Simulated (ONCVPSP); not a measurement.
## B, ONCV: configuration errors across variants

boron, optimised norm-conserving Vanderbilt (ONCV), made with ONCVPSP 4.0.1 (Wu-Cohen, scalar-relativistic). Core [He], reference 2s1.5 (charge +1.5). Waves: 2s: rc 1.60 bohr, ncon 3, nbas 6, qcut 3.7 1/bohr, 1 projector; p scattering state at 0.11 Ha: rc 1.30 bohr, ncon 4, nbas 8, qcut 6.6 1/bohr, 2 projectors, debl 2.3 Ha. Local part: polynomial inside 1.15 bohr (lpopt 5, dvloc0 0 Ha). Core correction: Teter function fitted to the true core (icmod 2), fcfact 0.65.

In the p channel the program set the typed energies aside and used 0.050, 2.350 Ha.

All-electron excitation energies from the reference (eV): (1) 2s2 2p1 -19.307; (2) 2s2 -11.160; (3) 2s1 14.144; (4) 2s1 2p1 -5.014.

Errors AE − PS in meV (a dash: test not solved or not reliable):

| change | (1) | (2) | (3) | (4) | bound ghosts | GHOST(+) flags above zero |
| --- | --- | --- | --- | --- | --- | --- |
| base | +44 | +2.5 | +3.7 | +29 | none | none |
| s: qcut 2.4; p: qcut 4.3 | +70 | +0.8 | +0.5 | +60 | none | none |
| s: qcut 2.9; p: qcut 5.2 | +60 | +1.2 | +1.2 | +48 | none | none |
| p: qcut 6.7 | +43 | +2.5 | +3.7 | +29 | none | none |
| s: qcut 4.8; p: qcut 8.5 | +28 | +4.2 | +6.8 | +13 | none | none |
| s: qcut 5.3; p: qcut 9.4 | +24 | +4.9 | +7.9 | +7.5 | none | none |

(1) Give the same row for: s: qcut 4.3; p: qcut 7.7.

Answers

(1) +34, +3.5, +5.5, +19; bound ghosts: none; GHOST(+) flags above zero: none.
